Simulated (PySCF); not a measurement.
Isomers of C3H3F. All species are isolated molecules in the gas phase. Strings in code marks are SMILES.

Level of theory: PBE0-D3(BJ)/def2-TZVP in PySCF 2.14.0. Excitations are Tamm–Dancoff values on a coarser integration grid. The basis has no diffuse functions, so Rydberg states are missing or too high.

| species | HOMO–LUMO gap (eV) | S1–T1 gap (TDA) (eV) | dipole moment (D) | T1 excitation (TDA) (eV) | S1 oscillator strength |
|---|---|---|---|---|---|
| `FC1CC=1` | 7.81 | 2.65 | 1.11 | 4.54 | 0.095 |
| `C(C#C)F` | 8.26 | 0.94 | 1.72 | 5.23 | 0.000 |
| `CC#CF` | 8.96 | 1.35 | 1.33 | 5.96 | 0.000 |
| `C=C=CF` | 6.84 | 0.55 | 1.71 | 4.38 | 0.001 |
